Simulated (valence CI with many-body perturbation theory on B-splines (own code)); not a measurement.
# Energy levels of Xe²¹⁺

Computed by valence CI with perturbative core correlation (CI+MBPT): five valence electrons over a frozen Dirac-Fock core [Ar] 3d10, radial functions for each j: 11 s, 11 p, 10 d, 8 f, 5 g, 2 h, with the one-electron correlation potential Σ1, the two-electron term Σ2, the three-electron term Σ3, Breit, model QED; selected CI, second order for the rest, scaled by the run's own slope (own B-spline code, finite nucleus).

No measured levels were compared; by estimate levels hold to about 250 cm⁻¹ or 0.2 % of their energy and the worst to 1 %, as in measured heavy ions of charge 2 to 7; those with d or f electrons hold less well. Among the levels kept, up to 2100 cm⁻¹ of a level comes from second order outside the variational space, and about a tenth of that is noise between levels of different J, which matters for small intervals.

Levels 91 to 135 of 167, with energies above the lowest level, 4s²4p³ ⁴S°_3/2. "Leading %" is the weight of the configuration and term that name the level; weights of strongly mixed levels are sums over their largest components and can fall short. In the jj column 3d3/2^4 stands for four electrons in 3d with j = 3/2. Lifetimes count E1, E2, E3, M1 and M2 decay at the calculated energies, and are blank where another channel may lead or the interval is too uncertain; long ones can be off by a factor of two.

```tsv
No.	Configuration	Term	J	E (eV)	Leading %	Leading jj	g	Lifetime
91	4s4p³4d	²F°	5/2	181.84	53	4s 4p1/2 4p3/2^2 4d5/2 (76 %)	0.973	23.8 ps
92	4s4p³4d	⁴D°	3/2	182.13	19	4s 4p1/2 4p3/2^2 4d3/2 (34 %)	1.231	3.63 ps
93	4s4p³4d	⁴D°	3/2	183.16	32	4s 4p1/2 4p3/2^2 4d3/2 (48 %)	1.126	3.53 ps
94	4s4p³4d	⁴D°	1/2	183.53	59	4s 4p1/2 4p3/2^2 4d3/2 (61 %)	0.235	2.73 ps
95	4s²4p4d²	⁴G°	5/2	183.81	39	4s^2 4p1/2 4d3/2^2 (40 %)	0.784	11.1 ps
96	4s4p³4d	⁴P°	1/2	184.37	37	4s 4p3/2^3 4d3/2 (44 %)	1.458	3.28 ps
97	4s4p³4d	²P°	1/2	185.60	46	4s 4p1/2 4p3/2^2 4d5/2 (49 %)	0.971	4.01 ps
98	4s4p³4d	²D°	5/2	185.92	27	4s 4p1/2 4p3/2^2 4d3/2 (34 %)	1.080	2.77 ps
99	4s4p³4d	²D°	3/2	186.21	45	4s 4p1/2 4p3/2^2 4d5/2 (57 %)	1.064	5.85 ps
100	4s4p³4d	⁴F°	9/2	186.77	36	4s 4p3/2^3 4d5/2 (66 %)	1.211	33.3 ps
101	4s4p³4d	²F°	5/2	187.38	25	4s 4p3/2^3 4d5/2 (35 %)	1.133	8.77 ps
102	4s²4p4d²	⁴G°	7/2	187.93	31	4s^2 4p1/2^2 4f7/2 (42 %)	1.074	15.8 ps
103	4s4p³4d	²D°	5/2	189.57	22	4s 4p3/2^3 4d5/2 (30 %)	1.109	6.39 ps
104	4s4p³4d	²D°	3/2	189.92	28	4s 4p1/2 4p3/2^2 4d5/2 (28 %)	1.011	2.83 ps
105	4s²4p4d²	⁴G°	7/2	190.53	18	4s^2 4p1/2 4d3/2 4d5/2 (30 %)	1.134	11.3 ps
106	4s4p³4d	²S°	1/2	191.42	33	4s^2 4p1/2 4d3/2^2 (22 %)	1.725	2.99 ps
107	4s²4p4d²	⁴G°	5/2	191.92	29	4s^2 4p1/2 4d3/2 4d5/2 (43 %)	0.920	4.58 ps
108	4s4p³4d	²F°	7/2	192.25	26	4s 4p3/2^3 4d5/2 (43 %)	1.158	12.0 ps
109	4s4p³4d	²P°	3/2	192.28	40	4s 4p3/2^3 4d3/2 (28 %)	1.306	2.71 ps
110	4s4p³4d	²D°	5/2	192.92	29	4s 4p3/2^3 4d3/2 (42 %)	1.057	3.25 ps
111	4s²4p4d²	²H°	9/2	193.81	27	4s^2 4p1/2 4d3/2 4d5/2 (53 %)	1.069	14.4 ps
112	4s4p³4d	²P°	3/2	194.33	17	4s^2 4p1/2 4d3/2 4d5/2 (36 %)	1.026	4.44 ps
113	4s4p³4d	²F°	7/2	194.78	52	4s 4p3/2^3 4d3/2 (54 %)	1.154	2.36 ps
114	4s²4p²4f	⁴G°	5/2	195.33	16	4s^2 4p1/2 4d3/2^2 (17 %)	0.996	3.16 ps
115	4s²4p4d²	⁴D°	1/2	195.45	74	4s^2 4p1/2 4d3/2 4d5/2 (48 %)	0.311	4.58 ps
116	4s²4p4d²	⁴G°	9/2	195.95	36	4s^2 4p1/2 4d5/2^2 (48 %)	1.087	36.4 ps
117	4s4p³4d	²P°	3/2	196.56	23	4s 4p3/2^3 4d5/2 (42 %)	1.018	5.63 ps
118	4s²4p4d²	⁴D°	7/2	197.43	20	4s^2 4p1/2 4d5/2^2 (48 %)	1.200	9.78 ps
119	4s4p³4d	²F°	7/2	197.87	36	4s 4p3/2^3 4d5/2 (61 %)	1.195	9.05 ps
120	4s²4p4d²	⁴P°	1/2	198.32	48	4s^2 4p1/2 4d3/2 4d5/2 (28 %)	1.977	2.88 ps
121	4s²4p4d²	⁴F°	3/2	198.58	31	4s^2 4p1/2 4d3/2^2 (50 %)	0.941	2.52 ps
122	4s²4p4d²	²F°	5/2	199.25	22	4s^2 4p1/2 4d5/2^2 (23 %)	1.077	5.14 ps
123	4s²4p4d²	⁴D°	3/2	199.56	20	4s 4p3/2^3 4d3/2 (21 %)	1.087	4.09 ps
124	4s4p³4d	²D°	5/2	199.98	22	4s 4p3/2^3 4d5/2 (30 %)	1.131	3.68 ps
125	4s4p³4d	²P°	1/2	199.99	38	4s 4p3/2^3 4d3/2 (54 %)	0.692	2.72 ps
126	4s²4p²4f	²D°	5/2	200.48	16	4s^2 4p1/2 4p3/2 4f5/2 (28 %)	1.072	3.74 ps
127	4s²4p²4f	⁴G°	11/2	200.60	31	4s^2 4p1/2 4p3/2 4f7/2 (59 %)	1.193	70.6 ps
128	4s²4p²4f	⁴G°	7/2	201.57	23	4s^2 4p1/2 4p3/2 4f5/2 (41 %)	1.095	3.41 ps
129	4s²4p4d²	²D°	3/2	201.74	17	4s 4p3/2^3 4d3/2 (20 %)	1.010	3.58 ps
130	4s²4p4d²	⁴D°	5/2	202.07	35	4s^2 4p1/2 4d5/2^2 (35 %)	1.234	3.72 ps
131	4s²4p²4f	⁴G°	9/2	202.64	37	4s^2 4p1/2 4p3/2 4f7/2 (61 %)	1.192	4.48 ps
132	4s²4p4d²	⁴P°	3/2	202.99	55	4s^2 4p1/2 4d3/2 4d5/2 (43 %)	1.578	3.08 ps
133	4s²4p²4f	²G°	7/2	203.78	56	4s^2 4p1/2 4p3/2 4f5/2 (55 %)	0.979	3.27 ps
134	4s²4p²4f	⁴G°	7/2	204.41	20	4s^2 4p1/2 4p3/2 4f7/2 (40 %)	1.153	4.37 ps
135	4s²4p²4f	⁴F°	3/2	204.49	42	4s^2 4p1/2 4p3/2 4f5/2 (60 %)	0.754	3.08 ps
```

Names give the largest LS component (configuration and term), which can be under half, so a name can repeat, a term be missing and a line seem to break the LS rules; names also repeat where a configuration has a term twice.

Where two levels of one J and parity lie close, their mixing, g and order are uncertain.
